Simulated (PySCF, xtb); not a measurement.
C2H7NSi2, SMILES C[Si@@H]1N=C[SiH2]1.

Harmonic wavenumbers (cm⁻¹) from GFN2-xTB (xtb 6.7.1) at its own minimum, in rising order: 113, 123, 133, 262, 357, 388, 454, 486, 505, 584, 622, 688, 731, 770, 795, 812, 817, 846, 1230, 1364, 1486, 1486, 1598, 2175, 2209, 2221, 2957, 3036, 3038, 3039.

Problem. What does PySCF 2.14.0 with PBE-D3(BJ)/def2-SVP give at its own minimum? (Estimate from the structure and the level; the computed values follow.)

Solution. 89, 141, 147, 236, 385, 426, 448, 557, 581, 619, 664, 683, 724, 732, 797, 861, 880, 898, 1209, 1249, 1374, 1380, 1545, 2114, 2132, 2146, 2929, 2976, 3077, 3087. Paired by order, the mean absolute difference is 46 cm⁻¹ and the zero-point energies are 50.5 and 50.2 kcal/mol.
